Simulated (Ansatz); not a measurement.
`[NH2][GeH]1[O][AlH]1`. Charge 0, multiplicity 1. Geometry: relaxed with PBE0-D4/def2-TZVP. It is one conformer, not always the lowest.

```xyz
8

N     0.635    0.840    1.406
Ge    0.640   -0.004   -0.209
O    -0.951    0.205   -1.217
Al   -0.969   -1.482   -1.022
H     0.869    1.822    1.406
H    -0.140    0.659    2.024
H     1.805    0.661   -0.972
H    -1.889   -2.701   -1.417
```

Problem. What is the dipole moment at PBE/def2-TZVPP? (Best estimate.)

Solution. The calculation gave: 1.25 D, with components (-0.30, -0.96, 0.75) D in this frame, pointing from negative to positive charge.

Problem. And with r2SCAN, B3LYP, ωB97M-V? (An estimate is asked.)

Solution. The calculation gave: r2SCAN 1.33 D, B3LYP 1.48 D, ωB97M-V 1.55 D.

Problem. Give the Mulliken charges with PBE, B3LYP, ωB97M-V in def2-TZVPP. (Estimate.)

Solution. Computed: 
```tsv
atom	PBE	B3LYP	ωB97M-V
N1	-0.39	-0.40	-0.37
Ge2	0.34	0.41	0.39
O3	-0.40	-0.48	-0.48
Al4	0.25	0.31	0.29
H5	0.15	0.13	0.11
H6	0.14	0.13	0.10
H7	-0.03	-0.02	0.00
H8	-0.06	-0.08	-0.05
```

B3LYP here is the variant with VWN-RPA as its local correlation; programs differ in this.
